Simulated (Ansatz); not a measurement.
Reaction (redistribution): `[CH3][Al]([Cl])[BH]O` + `CO[SiH2][SiH3]` → `OBO[SiH2][SiH3]` + `[CH3][Al]([CH3])[Cl]`

Computed with Ansatz on PBE0-D4/def2-TZVP structures; ΔE is electronic, products minus reactants. CCSD(T)/CBS adds triple-zeta CCSD(T) − MP2 to the extrapolated MP2 energy (def2 sets, frozen cores). Functionals use def2-TZVPP. One conformer a species, not always the lowest.

`[CH3][Al]([Cl])[BH]O`:

Z-matrix (Å, degrees):
```
C
Al 1 1.947
H 1 1.095 2 110.4
H 1 1.095 2 110.5 3 117.7
H 1 1.093 2 112.9 3 -121.1
Cl 2 2.123 1 115.3 3 -62.0
B 2 2.144 1 129.6 3 116.4
O 7 1.356 2 118.4 1 74.3
H 7 1.210 2 123.9 1 -106.5
H 8 0.963 7 113.8 2 178.6
```

`CO[SiH2][SiH3]`:

```xyz
12

C     1.161   -1.880   -0.607
O     0.259   -0.796   -0.629
Si    0.151    0.283    0.611
Si   -1.492    1.838    0.023
H     1.042   -2.443   -1.534
H     0.960   -2.550    0.237
H     2.199   -1.535   -0.539
H    -0.198   -0.419    1.884
H     1.469    0.948    0.840
H    -1.629    2.839    1.117
H    -2.804    1.166   -0.175
H    -1.118    2.549   -1.228
```

`OBO[SiH2][SiH3]`:

Z-matrix (Å, degrees):
```
Si
Si 1 2.346
O 1 1.658 2 112.7
H 1 1.487 2 110.3 3 -120.3
H 1 1.487 2 110.3 3 120.3
H 2 1.487 1 111.2 3 60.9
H 2 1.489 1 107.8 3 180.0
H 2 1.487 1 111.2 3 -60.9
B 3 1.361 1 131.9 2 -0.1
O 9 1.352 3 120.5 1 -179.9
H 9 1.200 3 121.8 1 0.1
H 10 0.963 9 112.3 3 0.0
```

`[CH3][Al]([CH3])[Cl]`:

```xyz
10

C     0.451    1.375   -0.999
Al    0.256   -0.439   -0.331
C    -0.681   -0.956    1.290
Cl    1.133   -2.002   -1.450
H     1.010    1.417   -1.936
H    -0.529    1.834   -1.165
H     0.968    2.003   -0.266
H    -1.492   -1.655    1.062
H    -1.109   -0.101    1.818
H    -0.007   -1.477    1.977
```

```
               species  r2SCAN energy (Eh)
`[CH3][Al]([Cl])[BH]O`          -843.86518
      `CO[SiH2][SiH3]`          -697.08953
     `OBO[SiH2][SiH3]`          -758.57450
`[CH3][Al]([CH3])[Cl]`          -782.48843
```

**Question.** Work out ΔE.

**Answer.** ΔE = (-758.57450) + (-782.48843) − (-843.86518) − (-697.08953) = -0.10822 Eh = -284.1 kJ/mol. CCSD(T)/CBS gives -278.4 kJ/mol.

Largest T1 diagnostic among the species: 0.013.

From PBE to PBE0 (25 % exact exchange), in def2-TZVPP and without D4, ΔE moves by −6.9 kJ/mol.
